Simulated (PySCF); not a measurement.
# NMR parameters of TiO2

TiO2, O2Ti, point group C2v.

Geometry:
```tsv
atom	x (Å)	y (Å)	z (Å)
Ti1	0.003	-0.006	-0.614
O2	1.326	-0.016	0.314
O3	-1.329	0.022	0.300
```

GIAO calculations in PySCF on the PBE0-D3(BJ)/def2-SVP structure: isolated species, non-relativistic, equivalent atoms averaged; basis pcSseg-1 (pcSseg-2 on Ti).

**Question.** Give the isotropic shieldings (ppm) with B3LYP, PBE, PBE0.

**Answer.** 
```tsv
atoms	environment	B3LYP	PBE	PBE0
Ti1	Ti bonded to 2 O	-304	-290	-268
O2/O3	oxygen bonded to Ti	-955.4	-810.7	-938.7
HOMO–LUMO gap (eV)	–	3.86	2.25	4.46
```

**Question.** And the chemical shifts, against references computed in the same way?

**Answer.** 
```
atoms  nucleus, reference   B3LYP     PBE    PBE0
  Ti1    $^{49}$Ti, TiCl4    -697    -698    -672
O2/O3       $^{17}$O, H2O  1289.5  1145.3  1273.3
```

**Question.** Which part of the shielding of Ti1 depends on the functional?

**Answer.** Diamagnetic: B3LYP 1613, PBE 1614, PBE0 1613 ppm; paramagnetic: B3LYP -1917, PBE -1903, PBE0 -1881 ppm. The diamagnetic part, set mainly by inner electrons, hardly moves; the paramagnetic part goes with low-lying magnetically allowed excitations and carries the spread.

Unscaled 17O shifts of doubly bonded oxygen tend to come out too high, by tens of ppm or more. Experimental scales use liquid or dissolved standards, which lie at an offset from isolated H2O (liquid H2O: subtract about 36 ppm).
